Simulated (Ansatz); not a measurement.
BH2(nPr) (C₃H₉B), relaxed as a singlet with RKS PBE0-D4/def2-SVP in Ansatz, starting from the GFN2-xTB geometry. Force threshold 0.02 eV/Å.

Another isomer (singlet) lies 1.24 eV lower at PBE0-D4/def2-TZVP; other spin states weren't run for this one.

Start:

```xyz
13

B    -1.907    0.748   -0.527
C    -0.742   -0.304   -0.417
C     0.448    0.347    0.318
C     1.621   -0.616    0.452
H    -2.761    0.778    0.271
H    -1.893    1.546   -1.382
H    -0.381   -0.630   -1.395
H    -1.024   -1.200    0.140
H     0.127    0.669    1.311
H     0.769    1.236   -0.229
H     1.974   -0.928   -0.529
H     2.446   -0.141    0.979
H     1.325   -1.504    1.008
```

| step | energy (eV) | largest force component (eV/Å) | SCF passes |
| --- | --- | --- | --- |
| 1 | -3925.7374 | 1.228 | 23 |
| 2 | -3925.8029 | 0.408 | 24 |
| 3 | -3925.8066 | 0.287 | 24 |
| 4 | -3925.8097 | 0.104 | 25 |
| 5 | -3925.8102 | 0.013 | 22 |

Force components are those of the run's own axes.

End:

```xyz
13

B    -1.889    0.738   -0.520
C    -0.751   -0.327   -0.432
C     0.436    0.329    0.305
C     1.626   -0.606    0.461
H    -2.766    0.799    0.314
H    -1.872    1.585   -1.387
H    -0.405   -0.639   -1.432
H    -1.055   -1.231    0.122
H     0.112    0.674    1.303
H     0.753    1.237   -0.236
H     2.002   -0.938   -0.520
H     2.457   -0.114    0.990
H     1.352   -1.507    1.033
```

By distances, no bond broke or formed. The bond that changes most is B1–H5, from 1.17 to 1.21 Å (atoms count from 1).

No frequencies were taken in this run, so the end may be a saddle point.

Hardware: 2 threads of Arm Neoverse V2 on a shared host. Wall time 11 s.
